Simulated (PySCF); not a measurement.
Broadened absorption spectrum of C10H10O3

Compound: C10H10O3.
InChI=1S/C10H10O3/c1-7(11)8-3-5-9(6-4-8)10(12)13-2/h3-6H,1-2H3

Theory: PySCF 2.14.0, density-fitted response routines, TDDFT CAM-B3LYP/def2-SVPD, vertical, gas phase, core orbitals frozen in the response. One conformer (not necessarily the lowest) at the PBE0-D3(BJ)/def2-SVP geometry, without solvent, vibrations or thermal averaging. Torsions of this conformer, `[CH3:1][O:2][C:3](=[O:4])[c:5]1[cH:6][cH:7][c:8]([C:9]([CH3:10])=[O:11])[cH:12][cH:13]1`: C1–O2–C3–O4 0°, O2–C3–C5–C6 -1°, C7–C8–C9–C10 179°.

Computed states:

| state | E (eV) | f |
| --- | --- | --- |
| S1 | 3.88 | 0.0001 |
| S2 | 4.76 | 0.035 |
| S3 | 5.10 | 0.015 |
| S4 | 5.14 | 0.428 |
| S5 | 6.55 | 0.132 |
| S6 | 6.64 | 0.0001 |
| S7 | 6.64 | 0.0002 |
| S8 | 6.79 | 0.530 |
| S9 | 6.79 | 0.070 |
| S10 | 6.85 | 0.113 |

Broadening: Gaussians 0.5 eV wide at half height, area fixed by f = 4.319×10⁻⁹ ∫ε dν̃. The cross-section is σ = 3.8235×10⁻²¹ ε cm², given in Mb (10⁻¹⁸ cm²). The width is an assumption, not a result. The curve ends short of the highest state used, and states not computed would add to its high-energy end.

Task: Give the broadened spectrum and its maxima.

Result: 
(λ (nm), σ (Mb)): (198.4, 15.16), (202.0, 5.26), (205.6, 1.56), (209.2, 0.49), (212.8, 0.59), (216.3, 1.92), (219.9, 5.91), (223.5, 14.67), (227.1, 29.74), (230.7, 50.11), (234.3, 71.35), (237.9, 87.18), (241.5, 92.79), (245.0, 87.61), (248.6, 74.28), (252.2, 57.56), (255.8, 41.57), (259.4, 28.61), (263.0, 19.16), (266.6, 12.68), (270.1, 8.45), (273.7, 5.51), (277.3, 3.54), (280.9, 2.21), (284.5, 1.34), (288.1, 0.78), (291.7, 0.44), (295.3, 0.24), (298.8, 0.13), (302.4, 0.07), (306.0, 0.04), (309.6, 0.03), (313.2, 0.02), (316.8, 0.02), (320.4, 0.02), (324.0, 0.02), (327.5, 0.02), (331.1, 0.02), (334.7, 0.01), (338.3, 0.01), (341.9, 0.01), (345.5, 0.01), (349.1, 0.01), (352.6, 0.00), (356.2, 0.00), (359.8, 0.00), (363.4, 0.00), (367.0, 0.00), (370.6, 0.00), (374.2, 0.00), (377.8, 0.00), (381.3, 0.00), (384.9, 0.00), (388.5, 0.00), (392.1, 0.00), (395.7, 0.00)

Maxima: 241 nm (5.13 eV), ε about 24000, made up of S4 (95%) (ε in L mol⁻¹ cm⁻¹; maxima over ε = 5, shares over 10%). At its high-energy end, 6.25 eV, the curve is still rising (ε about 4000, from S5 and S8).

Task: On this curve, what absorbance would a 10⁻³ mol/L sample give at 222 nm over a 1 cm path?

Result: 222 nm is 5.585 eV, where ε is about 2700 L mol⁻¹ cm⁻¹, so A = ε c l ≈ 2.7 (Beer–Lambert, with the gas-phase spectrum and the assumed width).

Task: Coming from long wavelengths, where does ε first pass 100 L mol⁻¹ cm⁻¹?

Result: At about 292 nm (4.24 eV), 0.36 eV above S1.

Task: What would ε be at 5.13 eV, the highest of these maxima, with half the width (0.25 eV)?

Result: About 47500 L mol⁻¹ cm⁻¹ against 24300, a factor of about 1.96; a lone state at its own centre would give exactly 2.
